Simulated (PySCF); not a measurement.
C3H3 (SMILES C1=C[CH-]1), charge -1, singlet, geometry from GFN2-xTB (in this run its highest filled SCF level lies above zero, so its values depend strongly on the basis, on diffuse functions most of all). Base run: MP2/6-31G** in PySCF.

Input for PySCF:
```python
from pyscf import gto, scf, mp

mol = gto.M(
    atom='''
C     0.127599    0.002351    0.979809
C     0.049146   -0.650135   -0.428757
C     0.030200    0.650860   -0.429411
H    -1.005144   -0.013916    1.436906
H    -0.096327   -1.508647   -1.082620
H    -0.140201    1.504114   -1.084134
''',
    basis='6-31g**',
    charge=-1,
    spin=0,
    verbose=4,
)

mf = scf.RHF(mol)
mf.kernel()

pt = mp.MP2(mf, frozen=3)
pt.kernel()
print('E(MP2) = %.10f' % pt.e_tot)
```

Each row names what was changed in the base input (with any setting that the change needs).

| change | basis functions | E (Eh) | MP2 correlation (Eh) | SCF-reference HOMO (eV) | SCF-reference HOMO-LUMO gap (eV) |
|---|---|---|---|---|---|
| base | 57 | -115.50125 | -0.40512 | 0.31 | 10.80 |
| basis = pcseg-0 | 33 | -115.03584 | -0.27510 | 0.02 | 10.68 |
| basis = 3-21G | 33 | -114.69478 | -0.26727 | 0.45 | 10.84 |
| basis = def2-SV(P) | 48 | -115.39373 | -0.38379 | -0.01 | 10.46 |
| basis = 6-31G* | 48 | -115.47470 | -0.38486 | 0.31 | 10.83 |
| basis = pc-1 | 57 | -115.48717 | -0.40819 | -0.18 | 9.72 |
| basis = pcseg-1 | 57 | -115.48612 | -0.40860 | -0.19 | 9.65 |
| basis = 6-311G** | 72 | -115.56519 | -0.43309 | -0.07 | 9.36 |
| basis = aug-pcseg-1 | 96 | -115.52565 | -0.43233 | -0.57 | 4.09 |
| basis = 6-311+G(2d,p) | 99 | -115.60838 | -0.45868 | -0.51 | 6.00 |
| basis = cc-pVTZ | 132 | -115.65143 | -0.50094 | -0.25 | 9.11 |
| basis = pc-2 | 132 | -115.64813 | -0.49364 | -0.40 | 7.59 |
| basis = def2-TZVPP | 135 | -115.65805 | -0.50073 | -0.35 | 9.59 |

Totals compare only among sets that treat the same electrons; sets with core potentials leave the core out.
